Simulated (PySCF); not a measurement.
A structure optimised at B3LYP-D3(BJ)/def2-SVP, used in a PySCF frequency run:

```xyz
8

B     -0.1230    -0.4078     0.0000
F     -1.3994    -0.8013     0.0000
C      1.0037    -1.4964     0.0000
H      0.8783    -2.1487    -0.8824
H      2.0298    -1.1038     0.0000
H      0.8783    -2.1487     0.8824
S      0.1206     1.3920     0.0000
H      1.4712     1.3580     0.0000
```
Charge 0, spin multiplicity 1.

Question: Write its SMILES, formula and point group.

Answer: CB(F)S, CH4BFS, Cs

Question: What are its rotational constants (standard atomic weights)?

Answer: 8.6651, 4.3060, 2.9289 GHz
